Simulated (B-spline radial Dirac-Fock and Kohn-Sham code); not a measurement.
The computed values come from a radial B-spline solver: independent-particle photoionisation in a Dirac-Hartree-Slater potential with a Latter tail, all multipoles, thresholds from Dirac-Fock ΔSCF. Kinetic energies are from the vacuum level. Open shells are spread statistically over j, without multiplet splitting. Without correlation, outer binding energies are uncertain by a few eV, most for open f shells.

**Question.** A free atom or ion in its tabulated ground configuration is ionised with 1280 eV photons and gives these photoelectron lines. Identify it and assign the lines.

| kinetic energy (eV) | relative cross section |
| --- | --- |
| 1152.0 | 100.0 |
| 1199.0 | 27.6 |
| 1199.4 | 54.2 |
| 1269.9 | 6.7 |
| 1274.5 | 0.15 |
| 1274.5 | 0.29 |

**Answer.** Al, [Ne] 3s2 3p1. Binding energies are hν less the kinetic energy: 2s 128.0 eV, 2p1/2 80.99 eV, 2p3/2 80.58 eV, 3s 10.14 eV, 3p1/2 5.50 eV, 3p3/2 5.48 eV.

**Question.** A free atom or ion in its tabulated ground configuration is ionised with Al Kα (taken as 1486.9 eV) photons and gives these photoelectron lines. Identify it and assign the lines.

```
kinetic energy (eV)  relative cross section
              234.9                    33.9
              382.7                    51.6
              402.7                   100.0
             1226.1                     6.4
             1275.4                     5.8
             1278.4                    11.2
             1352.3                     1.1
             1352.7                     1.6
```

**Answer.** Cu⁶⁺, [Ar] 3d5. Binding energies are hν less the kinetic energy: 2s 1252.0 eV, 2p1/2 1104.2 eV, 2p3/2 1084.2 eV, 3s 260.8 eV, 3p1/2 211.5 eV, 3p3/2 208.5 eV, 3d3/2 134.6 eV, 3d5/2 134.2 eV.
